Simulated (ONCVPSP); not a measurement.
## What one change does to a pseudopotential (Si (Z = 14), ONCV)

Si (Z = 14), optimised norm-conserving Vanderbilt (ONCV), made with ONCVPSP 4.0.1 (PBE, scalar-relativistic). Core [Ne], reference 3s2 3p2. Waves: 3s: rc 1.60 bohr, ncon 4, nbas 7, qcut 4.7 1/bohr, 2 projectors, debl 1.9 Ha; 3p: rc 2.35 bohr, ncon 4, nbas 8, qcut 3.6 1/bohr, 2 projectors, debl 2.3 Ha; d scattering state at 0.2 Ha: rc 2.50 bohr, ncon 4, nbas 9, qcut 4 1/bohr, 3 projectors, debl 3.2 Ha. Local part: polynomial inside 1.20 bohr (lpopt 5, dvloc0 4 Ha). Core correction: none.

Change: s: qcut 3; p: qcut 2.3; d: qcut 2.6.

Cutoffs: the cutoffs (Ha) at which the residual kinetic energy of the hardest occupied pseudo-wave falls to 1 and 0.1 mHa per electron; they do not see the model core or the augmentation charge, which bear on the density cutoff. Errors are all-electron minus pseudo energies relative to the spin-unpolarised reference configuration.

Q: How do hardness, ghosts and transferability respond?

A: The potential gets harder (8.1 Ha and 10 Ha → 17 Ha and 40 Ha); of the 4 tests that both files solve, the error grows in 1 and shrinks in 2 by more than 15 % and 0.3 meV (median size 7.1 → 1.9 meV); the range in which the d phases agree narrows (upper end at the end of the scan → 1.4); neither file shows a bound ghost.

```csv
quantity,base,changed
"cutoff, loose",8.1 Ha,17 Ha
"cutoff, tight",10 Ha,40 Ha
loose cutoff by channel,"s 8.1 Ha, p 3.1 Ha","s 17 Ha, p 3.1 Ha"
bound ghosts,none,none
GHOST(+) flags under 300 eV,s at 144.2 eV,none
"error for 3s2 3p1, meV [ΔE 7.74 eV]",-2.4,-1.3
"error for 3s2 3p0, meV [ΔE 23.73 eV]",-12,-2.4
"error for 3s1 3p0, meV [ΔE 57.70 eV]",+50,+62
"error for 3s2 3p1.5, meV [ΔE 2.92 eV]",-0.5,-0.4
s: phases at 1.63 bohr within 0.05 rad from the reference energy up to (Ha; the scan ends near 5),4.1,4.1
p: phases at 2.38 bohr within 0.05 rad from the reference energy up to (Ha; the scan ends near 5),to the end of the scan,to the end of the scan
d: phases at 2.53 bohr within 0.05 rad from the reference energy up to (Ha; the scan ends near 5),to the end of the scan,1.4
```

Base: The cutoffs count occupied waves only; projector 2 of the d channel, the hardest unoccupied one, needs 59 Ha at the loose tolerance. Changed file: The cutoffs count occupied waves only; projector 2 of the d channel, the hardest unoccupied one, needs 45 Ha at the loose tolerance.
